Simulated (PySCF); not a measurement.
# GaBr and its ions

RHF; PySCF, no relativity, basis sets Ga def2-TZVPPD, Br def2-TZVPPD. Neutral (RHF): singlet (closed shell), Re = 2.399 Å, ωe = 257 cm⁻¹, De = 3.25 eV, HOMO -9.38 eV, LUMO 0.65 eV.

GaBr⁺ (UHF): doublet (σ ↑), Re = 2.239 Å, ωe = 302 cm⁻¹, De = 0.28 eV to Ga⁺ + Br. The energies at the minima are -4495.74161 hartree for GaBr and -4495.42851 for GaBr⁺.

**Question.** Work out the adiabatic ionisation energy, without and with harmonic zero-point energies (1 hartree = 27.2114 eV, 1 eV = 8065.5 cm⁻¹), and the change of the bond length.

**Answer.** At HF: 0.31310 hartree = 8.520 eV between the minima; the zero-point term (302.0 − 257.0)/2 cm⁻¹ = +0.003 eV makes it 8.523 eV. Re changes by -16.0 pm against the neutral. Minus the HOMO energy is 9.38 eV, +0.86 eV from the value between the minima; Hartree–Fock orbital energies leave out relaxation and correlation. The electron leaves a σ orbital, and the shorter bond of the ion fits an antibonding orbital, or a change in how ionic the bond is.

Spin–orbit coupling is left out. For an ion De counts to the pair picked by the measured ionisation energies or electron affinities, which need not be the lowest pair at this level. Where the molecule has an RHF reference, its open-shell atoms are computed with UHF. Hartree–Fock leaves out correlation, which carries a large part of most bond energies and some tenths to 1 eV of ionisation energies. States were picked by a PBE0 search and need not be the measured ground states.

Neutral and ion stand on different kinds of reference determinant, which adds to the error of the difference.
